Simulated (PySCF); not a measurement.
HHfN: fields on a plane

Computed with PBE0 in PySCF with Hf def2-TZVP with ECP60, N def2-TZVP, H def2-TZVP; scalar-relativistic core potentials, no spin–orbit coupling; density-fitted integrals.

The singlet minimum has Hf–H 1.869 Å, Hf–N 1.723 Å; H–Hf–N 101.5°.

The plane holds Hf1 at (0.00, 0.00), N2 at (1.72, 0.00), H3 at (-0.37, 1.83) Å. Columns run from x = -2.25 to 4.05 Å, rows from y = 4.05 (top) to -1.95 Å, in steps of 0.3 Å. Other isomers or separated fragments may lie lower. Core electrons replaced by a potential are absent, the electrostatic potential uses the reduced nuclear charge, and values within about 0.7 Å of such atoms have no physical meaning.

**Question.** Give the electron density (e/Å³) (cut at 5 e/Å³). Lower edges of the bins (e/Å³): '_' 0.000, '.' 0.030, ':' 0.076, '-' 0.151, '=' 0.268, '+' 0.455, '*' 0.750, '#' 1.218, '%' 1.960, '@' 3.136; top 5.00, each point printed twice.

**Answer.** 
```
____________________________________________
____________________________________________
____________________________________________
____________________________________________
__________........__________________________
________..::::::::..________________________
______..::==++==--::..______________________
____..::--++##**==--....____________________
____..::--++##**++--::......________________
____..::--==++++==--::::::::....____________
____..::--==++++++==----------::....________
____..::--++**####**++++++**++==--..________
____..::==**@@@@@@%%##**##%%%%**==::..______
____..--++%%@@....@@%%##@@@@@@##++--..______
____..--++%%@@....@@%%##@@@@@@##++--..______
____..::==**@@@@@@@@##**##%%%%**==::..______
____..::--==**####**++++++**++==--..________
______..::::--======----------::....________
________......::::::::::::::....____________
__________________..........________________
____________________________________________
```

**Question.** Give the electron localisation function (set to 0 where the density is under 0.005 e/Å³). Every second row and column.

**Answer.** 
```
0.00 0.00 0.00 0.00 0.00 0.00 0.00 0.00 0.00 0.00 0.00
0.00 0.00 0.00 0.79 0.00 0.00 0.00 0.00 0.00 0.00 0.00
0.00 0.79 1.00 1.00 0.99 0.67 0.00 0.00 0.00 0.00 0.00
0.00 0.96 1.00 1.00 1.00 0.76 0.08 0.00 0.00 0.00 0.00
0.27 0.83 0.99 1.00 0.99 0.38 0.20 0.27 0.21 0.00 0.00
0.20 0.35 0.44 0.40 0.26 0.16 0.66 0.70 0.62 0.32 0.00
0.25 0.26 0.33 0.81 0.84 0.42 0.80 0.81 0.88 0.61 0.00
0.38 0.46 0.62 0.79 0.00 0.50 0.62 0.11 0.90 0.65 0.00
0.44 0.51 0.38 0.65 0.84 0.28 0.80 0.82 0.76 0.44 0.00
0.00 0.43 0.19 0.10 0.11 0.22 0.61 0.54 0.39 0.14 0.00
0.00 0.00 0.06 0.01 0.02 0.14 0.28 0.22 0.00 0.00 0.00
```

No spin–orbit coupling is included, which matters more the heavier the element.
